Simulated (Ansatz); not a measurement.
`[C]#[C][GeH2][NH2]` radical, 8 atoms. Charge 0, multiplicity 2. Correlated methods include outer-core shells of Ge, which these sets cover unevenly. Scalar relativity is left out up to krypton. All runs use 4 threads of an AMD EPYC 7B13 on a shared host. Correlated methods freeze the cores. Open-shell runs search over several starts.

Q: Give the basis size and wall time and peak host memory of each of these runs in Ansatz. UKS LC-ωPBE/def2-TZVPP energy; UKS B2PLYP (frozen core)/def2-TZVPP energy; UHF-CCSD(T)/def2-SVP energy; UKS ωB97M-V/def2-QZVPP energy; UHF-MP2/def2-QZVPP energy; UKS PBE0-D4/def2-QZVPP energy; UHF-CCSD(T)/def2-TZVPP energy; UKS ωB97M-V/def2-SVP energy; UKS PBE0-D4/def2-TZVP frequencies; UKS PBE0-D4/def2-TZVPP energy; UKS CAM-B3LYP-D4/def2-TZVPP energy; UKS PBE0-D4/def2-SVP energy. (An estimate is asked.)

A: Ansatz gave: Other jobs shared the machine, so times are rough.

| level | job | functions | wall time | peak host memory (GiB) |
| --- | --- | --- | --- | --- |
| UKS PBE0-D4/def2-SVP | energy | 94 | 2.8 s | 0.28 |
| UKS PBE0-D4/def2-TZVPP | energy | 197 | 6.5 s | 0.58 |
| UKS LC-ωPBE/def2-TZVPP | energy | 197 | 7.5 s | 0.63 |
| UKS ωB97M-V/def2-SVP | energy | 94 | 8 s | 0.45 |
| UKS B2PLYP (frozen core)/def2-TZVPP | energy | 197 | 10 s | 0.58 |
| UKS CAM-B3LYP-D4/def2-TZVPP | energy | 197 | 11 s | 0.93 |
| UHF-CCSD(T)/def2-SVP | energy | 94 | 18 s | 0.76 |
| UKS PBE0-D4/def2-QZVPP | energy | 380 | 21 s | 1.5 |
| UKS ωB97M-V/def2-QZVPP | energy | 380 | 61 s | 2.5 |
| UKS PBE0-D4/def2-TZVP | frequencies | 165 | 93 s | 0.52 |
| UHF-MP2/def2-QZVPP | energy | 380 | 110 s | 1.9 |
| UHF-CCSD(T)/def2-TZVPP | energy | 197 | 4.1 min | 6.5 |

LC-ωPBE has ω = 0.4 bohr⁻¹. The UHF reference is spin-contaminated (⟨S²⟩ = 1.15, T1 = 0.038).
